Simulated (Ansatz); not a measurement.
Reaction (ligand exchange at the Si–I bond): `F[SiH]([SiH3])I` + silanol → `F[SiH]([SiH3])O[SiH3]` + HI

Isolated molecules relaxed with PBE0-D4/def2-TZVP in Ansatz; ΔE leaves out vibrations. CBS: MP2 limit from def2 TZ/QZ plus the TZ coupled-cluster correction, frozen cores. Functionals use def2-TZVPP. B3LYP here is the variant with VWN-RPA as its local correlation; programs differ in this. HSE06 is defined as in plane-wave codes. def2 core potentials past Kr. For I outer-core shells are correlated without core-valence functions, which leaves a few kJ/mol of doubt a bond. Each species was taken in one conformer, which may not be the lowest.

```csv
level,ΔE (kcal/mol),difference from CCSD(T)/CBS
B97M-V,-9.6,-1.9
B3LYP-D4,-9.4,-1.7
r2SCAN0-D4,-7.7,0.0
HSE06-D4,-5.8,1.9
BHLYP-D4,-10.3,-2.6
ωB97M-V,-8.4,-0.7
B2PLYP,-8.9,-1.2
PBE-QIDH,-6.9,0.8
PBE0,-5.6,2.1
r2SCANh,-7.4,0.3
LC-ωPBE,-7.9,-0.2
RPA@PBE/def2-TZVPP,-10.8,-3.1
MP2/def2-SVP,-9.2,-1.5
SCS-MP2/def2-TZVPP,-9.3,-1.6
HF/def2-QZVPP,-12.4,-4.7
CCSD/CBS(def2),-8.3,-0.6
CCSD(T)/CBS,-7.7,0
```

Largest T1 diagnostic among the species: 0.013.

At CCSD(T), def2-SVP lies −2.9 kcal/mol from the extrapolated value and def2-TZVPP −2.1 kcal/mol. From BLYP to BHLYP (50 % exact exchange), in def2-TZVPP and without D4, ΔE moves by −2.2 kcal/mol.

CCSD(T)/CBS has its own doubt, a few kJ/mol and more with outer-core shells, so smaller differences from it don't rank the levels.
